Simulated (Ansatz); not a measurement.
Reaction (formal exchange of groups at the Se–Ge bond): `[OH][GeH2][SeH]` + `B1CO1` → `[SeH]C1BO1` + `[OH][GeH3]`

Gas-phase electronic energies from Ansatz, PBE0-D4/def2-TZVP geometries. CCSD(T)/CBS is the MP2 limit (def2-TZVPP, def2-QZVPP) plus CCSD(T) − MP2 in def2-TZVPP, frozen cores. DFT in def2-TZVPP. B3LYP here is the variant with VWN-RPA as its local correlation; programs differ in this. For Ge, Se outer-core shells are correlated without core-valence functions, which leaves a few kJ/mol of doubt a bond. Scalar relativity is left out up to krypton. Each species was taken in one conformer, which may not be the lowest.

`[OH][GeH2][SeH]`:

Cartesian coordinates in Å:
```
O -0.123 1.264 -0.996
Ge -0.461 -0.320 -0.265
Se 1.209 -0.903 1.287
H 0.788 1.340 -1.289
H -1.831 -0.138 0.392
H -0.425 -1.439 -1.319
H 0.843 0.196 2.190
```

`B1CO1`:

Cartesian coordinates in Å:
```
B -0.556 0.643 0.180
C 0.472 -0.453 0.032
O -0.517 0.020 -0.991
H -1.181 1.514 0.680
H 0.284 -1.473 0.354
H 1.499 -0.251 -0.256
```

`[SeH]C1BO1`:

Cartesian coordinates in Å:
```
Se -0.312 -1.861 -0.408
C -0.129 -0.235 0.579
B 0.213 1.109 -0.011
O 1.216 0.444 0.550
H -0.540 -1.225 -1.713
H -0.490 -0.357 1.595
H 0.042 2.125 -0.592
```

`[OH][GeH3]`:

Z-matrix (Å, degrees):
```
Ge
O 1 1.783
H 1 1.531 2 104.3
H 1 1.541 2 109.9 3 119.6
H 1 1.541 2 109.9 3 -119.6
H 2 0.959 1 112.7 3 180.0
```

```json
{"level": "PBE-D4", "ΔE (eV)": "1.07"}
{"level": "r2SCAN-D4", "ΔE (eV)": "1.11"}
{"level": "B3LYP-D4", "ΔE (eV)": "1.10"}
{"level": "r2SCANh-D4", "ΔE (eV)": "1.13"}
{"level": "r2SCAN0-D4", "ΔE (eV)": "1.16"}
{"level": "PBE0", "ΔE (eV)": "1.13"}
{"level": "r2SCAN0", "ΔE (eV)": "1.16"}
{"level": "HF/CBS(def2)", "ΔE (eV)": "1.21"}
```

(1) What does CCSD(T)/CBS give? (Best estimate.)

Largest T1 diagnostic among the species: 0.016.

Answers

(1) Computed: +1.11 eV. The listed levels differ from it by -0.04, 0.00, -0.01, 0.02, 0.05, 0.02, 0.05, 0.10 eV.

From BLYP to BHLYP (50 % exact exchange), in def2-TZVPP and without D4, ΔE moves by +0.10 eV. In def2-TZVPP, CCSD(T) changes the Hartree–Fock value by −0.15 eV (the triples alone add −0.03 eV) and MP2 by −0.13 eV.
